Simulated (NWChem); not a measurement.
Species: CHF$_{2}$NOSi; SMILES F[SiH](OC#N)F

```xyz
7

N      0.2331    -2.9529    -0.1244
C     -0.1109    -1.8652     0.0861
O     -0.5193    -0.6755     0.3366
Si    -0.0067     0.7796    -0.3298
F      1.4239     1.1278     0.2843
F     -1.0744     1.8366     0.1982
H      0.0440     0.7095    -1.7923
```
Atoms are numbered in this order, from 1.

All runs: NWChem. Pople sets run with spherical d functions. Structure relaxed at the PBE0/def2-SVP level. Level: PBE/6-31G* with SMD (1 M gas to 1 M solution), gas-phase geometry. Reactions with the solvent are ignored.

Task: What does the run give for solvent dimethyl sulfoxide? Quantities: solvation free energy (kcal/mol); cavity-dispersion-structure term (kcal/mol); dipole in solution (D).

Result: 
```yaml
solvation free energy (kcal/mol): -2.3
cavity-dispersion-structure term (kcal/mol): 3.5
dipole in solution (D): 4.18
```
